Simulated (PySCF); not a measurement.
## Germanium: a sound run and one with changed settings

Sound run: Ge+ [Ar] 3d10 4s2 4p1, Ge(2+) [Ar] 3d10 4s2. All numbers are calculated (PySCF 2.14, scalar relativity by spin-free X2C-1e, in x2c-SVPall (5s4p3d, 32 functions)). In the sound run the correlated levels freeze [Ar] 3d10. The sound run starts from symmetry-adapted Hartree-Fock orbitals and uses a fine grid where one is needed.

Changed run: the non-relativistic Hamiltonian (point nucleus). This setting is unsound on purpose.

```csv
species,method,sound run (hartree),changed run (hartree),converged
Ge+,UHF,-2096.41326,-2066.20970,yes
Ge+,r2SCAN,-2098.04375,-2067.83991,yes
Ge+,MN15,-2099.33079,-2069.13826,yes
Ge+,MP2,-2096.44531,-2066.24210,yes
Ge+,CCSD(T),-2096.46063,-2066.25827,yes
Ge(2+),UHF,-2095.85338,-2065.64779,yes
Ge(2+),r2SCAN,-2097.45558,-2067.25004,yes
Ge(2+),MN15,-2098.74748,-2068.55227,yes
Ge(2+),MP2,-2095.87975,-2065.67466,yes
Ge(2+),CCSD(T),-2095.89176,-2065.68764,yes
```

Ionisation energy of Ge+:

```tsv
method	sound run (eV)	changed run (eV)
UHF	15.235	15.290
r2SCAN	16.005	16.051
MN15	15.873	15.946
MP2	15.390	15.441
SCS-MP2	15.371	15.422
CCSD	15.466	15.513
CCSD(T)	15.480	15.528
```

Most of the change in total energy is the relativistic energy itself. On top of that the contraction fixes the core shape for the Hamiltonian it was made with, so the changed run is not a good calculation with the other Hamiltonian either.

For comparison, NIST gives 15.935 eV between the lowest levels.
